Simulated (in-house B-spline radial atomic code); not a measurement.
## PBE hybrid excitations of Mg2+

Method: PBE hybrid with 0.9 exact exchange. Computed with an all-electron radial atomic-structure program (B-spline basis): linear response of the closed shell [He] 2s2 2p6 with the functional's adiabatic kernel; non-relativistic, point nucleus, no spin-orbit coupling, no double excitations, S, P, D and F terms only. Only terms of natural parity with L up to 3 were computed.

Command:
```bash
python run_td.py task.json out
```
Settings (radii: box in bohr, nucleus in fm):
```
Z                        12
electrons                10
configuration            [He] 2s2 2p6
hamiltonian              nr
method                   pbeh
box_radius               29.48
exact_exchange_fraction  0.9
intervals                52
```

Cost of the run: 0.3 s on 1 thread of Arm Neoverse N1, on a shared host.

The lowest states, in the order of their Tamm-Dancoff energies; the method's threshold (minus the highest occupied level) is 81.45 eV. Labels give the largest channel, * marks a mixed state, and oscillator strengths are full-response dipole values. Semilocal kernels can invert the small singlet-triplet splittings of Rydberg terms. Energies in eV:

```tsv
state	full response	Tamm-Dancoff	oscillator strength
2p → 3s 3P	54.58	54.62	-
2p → 3s 1P	55.36	55.38	0.241
2p → 3p 3S	59.34	59.44	-
2p → 3p 3D	60.47	60.51	-
2p → 3p 1D	?	?	-
2p → 3p 1S	63.55	63.80	-
2p → 3d 3P	67.69	67.69	-
2p → 3d 3F	67.87	67.88	-
2p → 3d 1F	68.00	68.00	-
2p → 3d 1P	68.35	68.37	0.463
2p → 4s 3P	?	?	-
2p → 4s 1P	69.67	69.67	0.0398
2p → 4p 3S	71.04	71.07	-
2p → 4p 3D	71.36	71.38	-
2p → 4p 1D	71.51	71.52	-
2p → 4p 1S	72.37	72.46	-
```

(1) Where does 2p → 3p 1D lie?

(2) Where does 2p → 4s 3P lie?

(3) How large is the singlet-triplet splitting of 2p → 3s (P terms) in Tamm-Dancoff?

(4) What polarisabilities and dispersion coefficient does the method give?

Results:

(1) At 60.98 eV in full response, 60.99 eV in Tamm-Dancoff.

(2) At 69.47 eV in full response, 69.48 eV in Tamm-Dancoff.

(3) 0.759 eV, from the unrounded values.

(4) Dipole 0.4681 bohr³, quadrupole 0.5131 bohr⁵, C6 0.5569 hartree·bohr⁶ for two such species.
